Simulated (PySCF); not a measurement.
**Cost of response and excited-state runs on `F[C@H]1COC2=C1C=CC2`, C$_{7}$H$_{7}$FO**

Numbering as in the mapped SMILES `[F:1][C@H:2]1[CH2:3][O:4][C:5]2=[C:6]1[CH:7]=[CH:8][CH2:9]2`; H(Xn) means a hydrogen on atom n. Ha(C3) is cis to F1 on the ring; Ha(C9) is pro-R; Hb(C9) is pro-S; Hb(C3) is trans to F1 on the ring.

PySCF with density fitting, on 1 thread of an Arm Neoverse V2, shared host. Command: `OMP_NUM_THREADS=1 python excited_run.py task.json out`

(1) How long does each of these runs take, and how much memory?
- excited states, CAM-B3LYP/def2-SVP; Tamm-Dancoff; spin-orbit couplings; 6 states; 6 triplets; quadratic response for 4 states
- excited states, B3LYP/def2-SVPD; two-photon moments; 6 states; quadratic response for 5 states; 0 triplets

Answers

(1) 
| run | level | basis functions | wall time | peak memory (GiB) |
| --- | --- | --- | --- | --- |
| excited states | CAM-B3LYP/def2-SVP | 161 | 25 s | 0.83 |
| excited states | B3LYP/def2-SVPD | 242 | 43 s | 0.94 |

Times from a shared host are rough.
